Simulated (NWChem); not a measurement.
System: C₃H₇NSi; SMILES C([SiH2]C#C)N

NWChem input:

```
start job
memory heap 200 mb stack 900 mb global 1100 mb
geometry units angstroms noautosym nocenter noautoz
  C     -0.875492     2.450923    -0.036576
  C     -0.115184     1.501809     0.025525
  Si     0.992702     0.032120     0.110955
  C      0.032643    -1.482063    -0.484576
  N     -1.161173    -1.668695     0.317582
  H     -1.539202     3.295936    -0.088946
  H      2.173738     0.276603    -0.772590
  H      1.451090    -0.133180     1.520461
  H      0.709311    -2.344885    -0.347402
  H     -0.125963    -1.392473    -1.582060
  H     -1.679312    -2.493711     0.022991
  H     -1.790388    -0.874789     0.213205
end
basis spherical
  C library def2-svp
  Si library def2-svp
  N library def2-svp
  H library def2-svp
end
dft
  xc b3lyp
  iterations 150
end
cosmo
  do_cosmo_smd true
  solvent ethanol
end
task dft energy
```

NWChem printed, in part:

```
             Northwest Computational Chemistry Package (NWChem) 7.3.0
             --------------------------------------------------------

                             Geometry "geometry" -> ""
                             -------------------------

 Output coordinates in angstroms (scale by  1.889725989 to convert to a.u.)

  No.       Tag          Charge          X              Y              Z
 ---- ---------------- ---------- -------------- -------------- --------------
    1 C                    6.0000    -0.87549200     2.45092300    -0.03657600
    2 C                    6.0000    -0.11518400     1.50180900     0.02552500
    3 Si                  14.0000     0.99270200     0.03212000     0.11095500
    4 C                    6.0000     0.03264300    -1.48206300    -0.48457600
    5 N                    7.0000    -1.16117300    -1.66869500     0.31758200
    6 H                    1.0000    -1.53920200     3.29593600    -0.08894600
    7 H                    1.0000     2.17373800     0.27660300    -0.77259000
    8 H                    1.0000     1.45109000    -0.13318000     1.52046100
    9 H                    1.0000     0.70931100    -2.34488500    -0.34740200
   10 H                    1.0000    -0.12596300    -1.39247300    -1.58206000
   11 H                    1.0000    -1.67931200    -2.49371100     0.02299100
   12 H                    1.0000    -1.79038800    -0.87478900     0.21320500

 Effective nuclear repulsion energy (a.u.)     200.8596544141

                                 NWChem DFT Module
                                 -----------------

 Summary of "ao basis" -> "ao basis" (spherical)
 ------------------------------------------------------------------------------
       Tag                 Description            Shells   Functions and Types
 ---------------- ------------------------------  ------  ---------------------
 C                          def2-svp                 6       14   3s2p1d
 Si                         def2-svp                 8       18   4s3p1d
 N                          def2-svp                 6       14   3s2p1d
 H                          def2-svp                 3        5   2s1p

 in cosmo_initialize ...
 calling solv_data for solv:ethanol

 solvent parameters
 solvname_short: ethanol
 solvname_long:  ethanol
 dielec:       24.8520
 dielecinf:     1.8526
 nonaqueous SMD model solvent descriptors
 dielec:       24.8520
 sola:          0.3700
 solb:          0.4800
 solc:          0.0000
 solg:         31.6200
 solh:          0.0000
 soln:          1.3611

          ---------------
          -cosmo- solvent
          ---------------
 Cosmo: York-Karplus, doi: 10.1021/jp992097l
 dielectric constant -eps-     =  24.85
 screen = (eps-1)/(eps    )    =   0.95976
 surface charge correction     = lagrangian

   van der Waals surface
 --------------------------

[...]

                                COSMO-SMD solvation results
                                ---------------------------

             internal energy in gas <Psi(g)|H|Psi(g)> =      -462.505408502833
         internal energy in solvent <Psi(s)|H|Psi(s)> =      -462.504040818956
                               delta internal energy  =         0.001367683877 (    0.86 kcal/mol)
   total free energy in solvent <Psi(s)|H+V/2|Psi(s)> =      -462.515272164829
 polarization energy contribution <Psi(s)|V/2|Psi(s)> =        -0.011231345873 (   -7.05 kcal/mol)
    total free energy in solvent including G(SMD-CDS) =      -462.511210153361
                       G(SMD-CDS) energy contribution =         0.004062011468 (    2.55 kcal/mol)
     1 M fixed-concentration free energy of solvation =        -0.005801650528 (   -3.64 kcal/mol)

                       DFT Final Molecular Orbital Analysis
                       ------------------------------------

 Vector   21  Occ=2.000000D+00  E=-2.946334D-01
              MO Center= -1.8D-01,  1.7D+00,  2.9D-02, r^2= 2.6D+00
   Bfn.  Coefficient  Atom+Function         Bfn.  Coefficient  Atom+Function
  ----- ------------  ---------------      ----- ------------  ---------------
     6      0.364326   1 C  pz               20      0.347281   2 C  pz
     9      0.220924   1 C  pz               23      0.209443   2 C  pz
    80      0.152026   7 H  s                 4     -0.144110   1 C  px
    85     -0.140035   8 H  s                18     -0.138232   2 C  px
    81      0.122435   7 H  s                86     -0.109230   8 H  s

 Vector   22  Occ=2.000000D+00  E=-2.928969D-01
              MO Center= -3.2D-01,  1.1D+00, -3.3D-02, r^2= 3.8D+00
   Bfn.  Coefficient  Atom+Function         Bfn.  Coefficient  Atom+Function
  ----- ------------  ---------------      ----- ------------  ---------------
     4      0.262410   1 C  px               18      0.232974   2 C  px
    19      0.213226   2 C  py               51      0.213630   4 C  py
     5      0.211357   1 C  py                6      0.162597   1 C  pz
     7      0.154740   1 C  px               20      0.151604   2 C  pz
    22      0.143988   2 C  py                8      0.133519   1 C  py

 Vector   23  Occ=2.000000D+00  E=-2.377733D-01
              MO Center= -8.3D-01, -1.5D+00,  2.1D-01, r^2= 1.9D+00
   Bfn.  Coefficient  Atom+Function         Bfn.  Coefficient  Atom+Function
  ----- ------------  ---------------      ----- ------------  ---------------
    66      0.486723   5 N  pz               69     -0.398564   5 N  pz
    63     -0.292890   5 N  s                95     -0.219972  10 H  s
    32     -0.170759   3 Si s                52      0.170448   4 C  pz
    49      0.163998   4 C  s                96     -0.161849  10 H  s
    64      0.159863   5 N  px               62     -0.144348   5 N  s

 Vector   24  Occ=0.000000D+00  E=-6.116696D-03
              MO Center= -4.3D-02,  1.3D+00,  7.9D-03, r^2= 4.3D+00
   Bfn.  Coefficient  Atom+Function         Bfn.  Coefficient  Atom+Function
  ----- ------------  ---------------      ----- ------------  ---------------
    49      0.692739   4 C  s                40      0.477586   3 Si py
     7     -0.422688   1 C  px               39      0.402047   3 Si px
    81     -0.347863   7 H  s                 8     -0.311953   1 C  py
    22      0.305224   2 C  py                4     -0.291029   1 C  px
    21      0.280462   2 C  px                5     -0.238900   1 C  py

 Vector   25  Occ=0.000000D+00  E=-1.719363D-03
              MO Center= -1.1D-01,  1.5D+00,  3.2D-02, r^2= 3.6D+00
   Bfn.  Coefficient  Atom+Function         Bfn.  Coefficient  Atom+Function
  ----- ------------  ---------------      ----- ------------  ---------------
     9      0.560464   1 C  pz               41     -0.560620   3 Si pz
    86      0.496663   8 H  s                23     -0.458184   2 C  pz
    81     -0.403569   7 H  s                 6      0.387367   1 C  pz
    20     -0.309828   2 C  pz               85      0.130611   8 H  s
    49     -0.125470   4 C  s                38     -0.118273   3 Si pz

 Vector   26  Occ=0.000000D+00  E= 5.599796D-02
              MO Center=  5.0D-01, -5.6D-01,  8.6D-02, r^2= 6.0D+00
   Bfn.  Coefficient  Atom+Function         Bfn.  Coefficient  Atom+Function
  ----- ------------  ---------------      ----- ------------  ---------------
    40      1.055402   3 Si py               39     -0.902340   3 Si px
    17     -0.895281   2 C  s                63     -0.777196   5 N  s
   101      0.540921  11 H  s                22      0.482831   2 C  py
    81      0.475624   7 H  s               106      0.354982  12 H  s
    86      0.338495   8 H  s                21     -0.257205   2 C  px

     Multipole analysis of the density
     ---------------------------------

     L   x y z        total         alpha         beta         nuclear
     -   - - -        -----         -----         ----         -------
     0   0 0 0      0.000000    -23.000000    -23.000000     46.000000

     1   1 0 0     -0.575865      0.448406      0.448406     -1.472677
     1   0 1 0     -0.184612     -0.022698     -0.022698     -0.139216
     1   0 0 1     -0.644195     -0.103212     -0.103212     -0.437772

     2   2 0 0    -25.989453    -90.958353    -90.958353    155.927254
     2   1 1 0     -2.216437     -0.051389     -0.051389     -2.113659
     2   1 0 1      1.062958      1.894549      1.894549     -2.726140
     2   0 2 0    -24.124651   -204.254845   -204.254845    384.385039
     2   0 1 1      1.868176     -3.361585     -3.361585      8.591346
     2   0 0 2    -31.189366    -29.674278    -29.674278     28.159189
```

Level: B3LYP/def2-SVP, SMD on the gas-phase geometry. All runs use the structure optimised with PBE0/def2-SVP. No frequency run checked for a minimum. Solvent: ethanol.
